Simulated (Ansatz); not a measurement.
Isolated molecules relaxed with PBE0-D4/def2-TZVP in Ansatz; ΔE leaves out vibrations. CCSD(T)/CBS is the MP2 limit (def2-TZVPP, def2-QZVPP) plus CCSD(T) − MP2 in def2-TZVPP, frozen cores. This one scheme is used for every species. DFT in def2-TZVPP. B3LYP here is the variant with VWN-RPA as its local correlation; programs differ in this. HSE06 is defined as in plane-wave codes. One conformer a species, not always the lowest.

Reaction (ligand exchange at a B–C bond): `N=CB(F)S` + H–F → `FB(F)S` + `C=N`

**Question.** Is it downhill or uphill in electronic energy at CCSD(T)/CBS, and by how much? (Best estimate.)

**Answer.** The calculation gave: Downhill: ΔE = -1.34 eV.

**Question.** What do these levels give: B97M-V, B3LYP-D4, r2SCAN0-D4, HSE06-D4, BHLYP-D4, BLYP, r2SCAN, B3LYP, RPA@PBE/def2-TZVPP, CCSD/def2-SVP, CCSD(T)/def2-TZVPP, HF/CBS(def2)? (Best estimate.)

**Answer.** Computed: B97M-V -1.47, B3LYP-D4 -1.41, r2SCAN0-D4 -1.43, HSE06-D4 -1.34, BHLYP-D4 -1.48, BLYP -1.45, r2SCAN -1.43, B3LYP -1.48, RPA@PBE/def2-TZVPP -1.38, CCSD/def2-SVP -1.59, CCSD(T)/def2-TZVPP -1.38, HF/CBS(def2) -1.67 eV.

Largest T1 diagnostic among the species: 0.014.

From BLYP to BHLYP (50 % exact exchange), in def2-TZVPP and without D4, ΔE moves by −0.08 eV. In def2-TZVPP, CCSD(T) changes the Hartree–Fock value by +0.28 eV (the triples alone add +0.05 eV) and MP2 by +0.30 eV.
